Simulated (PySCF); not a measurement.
CCl3 (SMILES Cl[C](Cl)Cl), doublet, at a GFN2-xTB geometry, with bond 2-1 at 2.0 times its length; HF/STO-3G (PySCF).

Input for PySCF:
```python
from pyscf import gto, scf

mol = gto.M(
    atom='''
C    -0.004950   -0.005289    0.303986
Cl    0.004903    3.357212   -0.317231
Cl    1.451799   -0.836933   -0.026704
Cl   -1.450028   -0.837161   -0.073962
''',
    basis='sto-3g',
    charge=0,
    spin=1,
    verbose=4,
)

mf = scf.UHF(mol)
mf.diis = False
mf.max_cycle = 100
mf.kernel()
```

### Question
What does PySCF print? Leave out banner, timings and long lists.

### Answer

```
PySCF version 2.14.0

[INPUT] verbose = 4
[INPUT] num. atoms = 4
[INPUT] num. electrons = 57
[INPUT] charge = 0
[INPUT] spin (= nelec alpha-beta = 2S) = 1
[INPUT] symmetry False subgroup None
[INPUT] Mole.unit = angstrom
[INPUT] Symbol           X                Y                Z      unit          X                Y                Z       unit  Magmom
[...]
nuclear repulsion = 200.413064850627
number of shells = 18
number of NR pGTOs = 96
number of NR cGTOs = 32
basis = sto-3g
ecp = {}

******** <class 'pyscf.scf.uhf.UHF'> ********
method = UHF
initial guess = minao
damping factor = 0
level_shift factor = 0
DIIS disabled
SCF conv_tol = 1e-09
SCF conv_tol_grad = None
SCF max_cycles = 100
direct_scf = True
direct_scf_tol = 1e-13
number electrons alpha = 29  beta = 28
Set gradient conv threshold to 3.16228e-05
init E= -1399.9609446692

cycle= 1 E= -1400.56895740335  delta_E= -0.608  |g|= 0.432  |ddm|=  1.9

cycle= 2 E= -1398.97492726014  delta_E= 1.59  |g|= 0.731  |ddm|= 3.03
cycle= 3 E= -1400.26140564125  delta_E= -1.29  |g|= 0.674  |ddm|= 3.08

cycle= 4 E= -1398.70597325297  delta_E= 1.56  |g|= 0.917  |ddm|= 3.19
cycle= 5 E= -1400.20522448999  delta_E= -1.5  |g|= 0.703  |ddm|=  3.2

cycle= 6 E= -1398.65602973485  delta_E= 1.55  |g|= 0.953  |ddm|= 3.22
cycle= 7 E= -1400.19633943889  delta_E= -1.54  |g|= 0.707  |ddm|= 3.23

cycle= 8 E= -1398.64430824688  delta_E= 1.55  |g|= 0.963  |ddm|= 3.23
cycle= 9 E= -1400.19455657726  delta_E= -1.55  |g|= 0.708  |ddm|= 3.23

cycle= 10 E= -1398.64096357607  delta_E= 1.55  |g|= 0.965  |ddm|= 3.23
cycle= 11 E= -1400.19410922817  delta_E= -1.55  |g|= 0.708  |ddm|= 3.23

cycle= 12 E= -1398.63989821787  delta_E= 1.55  |g|= 0.966  |ddm|= 3.23
cycle= 13 E= -1400.19397935547  delta_E= -1.55  |g|= 0.709  |ddm|= 3.23

cycle= 14 E= -1398.63953263179  delta_E= 1.55  |g|= 0.967  |ddm|= 3.23
cycle= 15 E= -1400.19393788357  delta_E= -1.55  |g|= 0.709  |ddm|= 3.23

cycle= 16 E= -1398.63940019489  delta_E= 1.55  |g|= 0.967  |ddm|= 3.23
cycle= 17 E= -1400.19392369511  delta_E= -1.55  |g|= 0.709  |ddm|= 3.23

cycle= 18 E= -1398.63935029923  delta_E= 1.55  |g|= 0.967  |ddm|= 3.23
cycle= 19 E= -1400.19391857874  delta_E= -1.55  |g|= 0.709  |ddm|= 3.23

cycle= 20 E= -1398.63933097701  delta_E= 1.55  |g|= 0.967  |ddm|= 3.23
cycle= 21 E= -1400.19391665942  delta_E= -1.55  |g|= 0.709  |ddm|= 3.23

cycle= 22 E= -1398.63932335398  delta_E= 1.55  |g|= 0.967  |ddm|= 3.23
cycle= 23 E= -1400.19391591865  delta_E= -1.55  |g|= 0.709  |ddm|= 3.23

[...]

cycle= 68 E= -1398.63931824939  delta_E= 1.55  |g|= 0.967  |ddm|= 3.23
cycle= 69 E= -1400.19391543231  delta_E= -1.55  |g|= 0.709  |ddm|= 3.23

cycle= 70 E= -1398.63931824939  delta_E= 1.55  |g|= 0.967  |ddm|= 3.23
cycle= 71 E= -1400.19391543231  delta_E= -1.55  |g|= 0.709  |ddm|= 3.23

cycle= 72 E= -1398.63931824939  delta_E= 1.55  |g|= 0.967  |ddm|= 3.23
cycle= 73 E= -1400.19391543231  delta_E= -1.55  |g|= 0.709  |ddm|= 3.23

cycle= 74 E= -1398.63931824939  delta_E= 1.55  |g|= 0.967  |ddm|= 3.23
cycle= 75 E= -1400.19391543231  delta_E= -1.55  |g|= 0.709  |ddm|= 3.23

cycle= 76 E= -1398.63931824939  delta_E= 1.55  |g|= 0.967  |ddm|= 3.23
cycle= 77 E= -1400.19391543231  delta_E= -1.55  |g|= 0.709  |ddm|= 3.23

cycle= 78 E= -1398.63931824939  delta_E= 1.55  |g|= 0.967  |ddm|= 3.23
cycle= 79 E= -1400.19391543231  delta_E= -1.55  |g|= 0.709  |ddm|= 3.23

cycle= 80 E= -1398.63931824939  delta_E= 1.55  |g|= 0.967  |ddm|= 3.23
cycle= 81 E= -1400.19391543231  delta_E= -1.55  |g|= 0.709  |ddm|= 3.23

cycle= 82 E= -1398.63931824939  delta_E= 1.55  |g|= 0.967  |ddm|= 3.23
cycle= 83 E= -1400.19391543231  delta_E= -1.55  |g|= 0.709  |ddm|= 3.23

cycle= 84 E= -1398.63931824939  delta_E= 1.55  |g|= 0.967  |ddm|= 3.23
cycle= 85 E= -1400.19391543231  delta_E= -1.55  |g|= 0.709  |ddm|= 3.23

cycle= 86 E= -1398.63931824939  delta_E= 1.55  |g|= 0.967  |ddm|= 3.23
cycle= 87 E= -1400.19391543231  delta_E= -1.55  |g|= 0.709  |ddm|= 3.23

cycle= 88 E= -1398.63931824939  delta_E= 1.55  |g|= 0.967  |ddm|= 3.23
cycle= 89 E= -1400.19391543231  delta_E= -1.55  |g|= 0.709  |ddm|= 3.23

cycle= 90 E= -1398.63931824939  delta_E= 1.55  |g|= 0.967  |ddm|= 3.23
cycle= 91 E= -1400.19391543231  delta_E= -1.55  |g|= 0.709  |ddm|= 3.23

cycle= 92 E= -1398.63931824939  delta_E= 1.55  |g|= 0.967  |ddm|= 3.23
cycle= 93 E= -1400.19391543231  delta_E= -1.55  |g|= 0.709  |ddm|= 3.23

cycle= 94 E= -1398.63931824939  delta_E= 1.55  |g|= 0.967  |ddm|= 3.23
cycle= 95 E= -1400.19391543231  delta_E= -1.55  |g|= 0.709  |ddm|= 3.23

cycle= 96 E= -1398.63931824939  delta_E= 1.55  |g|= 0.967  |ddm|= 3.23
cycle= 97 E= -1400.19391543231  delta_E= -1.55  |g|= 0.709  |ddm|= 3.23

cycle= 98 E= -1398.63931824939  delta_E= 1.55  |g|= 0.967  |ddm|= 3.23
cycle= 99 E= -1400.19391543231  delta_E= -1.55  |g|= 0.709  |ddm|= 3.23

cycle= 100 E= -1398.63931824939  delta_E= 1.55  |g|= 0.967  |ddm|= 3.23
SCF not converged.
SCF energy = -1398.63931824939 after 100 cycles  <S^2> = 0.77818753  2S+1 = 2.0279916
```

Convergence was not reached.
